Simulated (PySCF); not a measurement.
```xyz
4
charge 1 multiplicity 4, angstrom
S     0.0000    0.0000   -1.7539
Pb    1.9267    0.0000    0.0899
Pb   -0.9633    1.6685    0.0900
Pb   -0.9633   -1.6685    0.0900
```

These are results of UPBE0/[S def2-SVP, Pb def2-SVP with ECP60], scalar-relativistic core potentials, density fitting, no spin–orbit coupling, PySCF, not measurements.

This geometry of Pb₃S⁺ is a stationary point at this level.

**Question.** What is the point group?

**Answer.** C3v.

**Question.** Is it a minimum?

**Answer.** Yes: all harmonic wavenumbers are real.

**Question.** List the harmonic modes with their infrared intensities.

**Answer.** 
```csv
symmetry,ω (cm⁻¹),"IR (km/mol, summed over degenerate members)"
e,66,0.0
a1,90,0.2
e,200,10.0
a1,320,18.1
```

**Question.** What are the dipole moment and the gap between the highest occupied and lowest empty levels of either spin?

**Answer.** 1.87 D about the centre of mass and 2.00 eV.

**Question.** Give the atomic charges and bond orders.

**Answer.** 
| atom | Mulliken | Löwdin | polar tensor | spin (Mulliken) | Mayer order to S1 |
| --- | --- | --- | --- | --- | --- |
| S1 | -0.41 | 0.01 | -0.46 | 0.05 | – |
| Pb2,3,4 | 0.47 | 0.33 | 0.49 | 0.98 | 0.77 |
Other Mayer orders above 0.3: Pb–Pb 0.53 (×3).

In C3v the vibrations span 2e + 2a1.

Only a few start shapes were tried, so a lower isomer may exist. No spin–orbit coupling is included, which matters more the heavier the element.
